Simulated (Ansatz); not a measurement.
Basis-set series for BGaH2OSSe, SMILES `[SeH]B1[O][GaH][S]1`. The species carries charge 0 and has multiplicity 1. The geometry is a stationary point of PBE0-D4/def2-TZVP. It is one conformer, not always the lowest.

```
atom   x (Å)   y (Å)   z (Å)
 Se1   2.023   0.952  -1.116
  B2   0.479   0.237  -0.170
  O3   0.357   0.338   1.176
 Ga4  -1.272  -0.539   1.175
  S5  -0.963  -0.642  -0.991
  H6   1.558   0.537  -2.444
  H7  -2.182  -0.881   2.369
```

| functional | basis | functions | energy (Eh) | HOMO (eV) | LUMO (eV) |
| --- | --- | --- | --- | --- | --- |
| PBE0-D4 | def2-TZVPP | 228 | -4825.29700 | -7.09 | -1.68 |
| PBE0-D4 | def2-QZVPP | 422 | -4825.40809 | -7.11 | -1.71 |

(1) Give the rows for def2-SVP. (Best estimate.)

## Answers

(1) Computed: 
| functional | basis | functions | energy (Eh) | HOMO (eV) | LUMO (eV) |
| --- | --- | --- | --- | --- | --- |
| PBE0-D4 | def2-SVP | 120 | -4824.50290 | -6.99 | -1.63 |

Positive LUMOs are unbound and depend on the basis. Scalar relativity is left out up to krypton.
